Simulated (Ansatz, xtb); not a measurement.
# A geometry optimisation of CH4Ga2 with r2SCAN-D4/def2-SVP

The starting geometry of this gas-phase singlet was built from a drawn formula by distance geometry; its bonds are those of `[CH][GaH][GaH2]`.

```yaml
atoms:
  - { symbol: C, position_ang: [0.1834, -1.5749, 0.3771] }
  - { symbol: Ga, position_ang: [1.1118, -1.3497, -1.1777] }
  - { symbol: Ga, position_ang: [0.8384, 0.3442, -2.7408] }
  - { symbol: H, position_ang: [-0.1670, -2.4214, 0.9936] }
  - { symbol: H, position_ang: [2.2109, -2.1464, -1.4365] }
  - { symbol: H, position_ang: [0.0260, 1.6468, -2.3807] }
  - { symbol: H, position_ang: [1.5371, 0.4740, -3.9345] }
```

Problem. Predict what it relaxes into with r2SCAN-D4/def2-SVP.

Solution. New bonds form, giving a structure with H7 bridging Ga3 and Ga2, given below by its coordinates. Distances that change by over a tenth: Ga2–Ga3 (2.32 → 2.56 Å), Ga2–H5 (1.38 → 1.54 Å), Ga3–H7 (1.39 → 1.79 Å). Contacts that close: C1–Ga3 (3.72 → 1.85 Å), Ga2–H7 (3.33 → 1.79 Å).

The energy falls by 4.12 eV over 25 steps:

| step | E − E(last) (eV) |
| --- | --- |
| 1 | 4.122 |
| 4 | 2.988 |
| 6 | 2.915 |
| 9 | 2.639 |
| 12 | 1.606 |
| 14 | 0.626 |
| 17 | 0.234 |
| 20 | 0.157 |
| 22 | 0.072 |
| 25 | 0.000 |

Final geometry (Å):

```xyz
7

C     0.2444   -1.0509   -0.4969
Ga    1.7237   -1.6350   -1.4411
Ga    0.0697    0.2874   -1.7615
H    -0.2885   -1.3597    0.4046
H     2.9535   -2.4645   -1.8532
H    -0.4704    1.5153   -2.5167
H     1.5081   -0.3200   -2.6348
```

From the same start GFN2-xTB ends elsewhere, differing in Ga2–Ga3 (3.01 against 2.56 Å here), Ga2–H7 (3.83 against 1.79 Å here).

No frequencies were run, so the end isn't proven a minimum. Run with Ansatz 0.2.0, 29 s on 2 threads of Intel(R) Xeon(R) 6975P-C (Granite Rapids), on a shared host.
